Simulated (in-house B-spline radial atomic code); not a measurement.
I²⁺. Computed with a B-spline radial atomic code. Model: all-electron spherical atom, spin shells full or empty, radial basis limit, no spin-orbit coupling, Breit or QED, empty-state partial waves extrapolated as (l+1/2)^-4, RPA, G0W0 and static COHSEX of the highest shell as one setting changes (uncorrelated shells keep exact exchange).

Given: element I; charge 2; filled core Kr; hamiltonian one-electron scalar X2C; mean-field start Hartree-Fock; highest l of empty states 9; nuclear rms radius 4.75 fm; highest mean-field shell 5p up.

Shell: 4d 5 5, 5s 1 1, 5p 3 0 (electrons up and down).

```csv
lowest nl shells left uncorrelated,RPA correlation energy (hartree),G0W0 level (eV),G0W0 minus most complete (meV),COHSEX level (eV),linearised minus solved G0W0 (meV)
0,-3.7176,-30.967,0,-32.371,-0.2
1,-3.5401,-30.967,0.3,-32.371,-0.2
2,-3.3484,-30.967,0.4,-32.371,-0.2
3,-2.7995,-30.965,2.2,-32.367,-0.2
4,-2.6252,-30.965,2,-32.368,-0.2
5,?,?,?,?,?
6,-1.2931,-30.938,29.1,-32.321,-0.2
7,?,?,?,?,?
8,-0.74127,-30.949,18.8,-32.328,-0.2
9,-0.12746,-30.65,317.6,-31.795,-0.1
10,-0.045877,-30.72,247,-31.584,0
```

Problem. What follows for lowest nl shells left uncorrelated = 5?

Solution. RPA correlation energy -2.1095 hartree; G0W0 level -30.968 eV; G0W0 minus most complete -1 meV; COHSEX level -32.375 eV; linearised minus solved G0W0 -0.2 meV.

Problem. What follows for lowest nl shells left uncorrelated = 7?

Solution. RPA correlation energy -1.149 hartree; G0W0 level -30.941 eV; G0W0 minus most complete 26.3 meV; COHSEX level -32.325 eV; linearised minus solved G0W0 -0.2 meV.
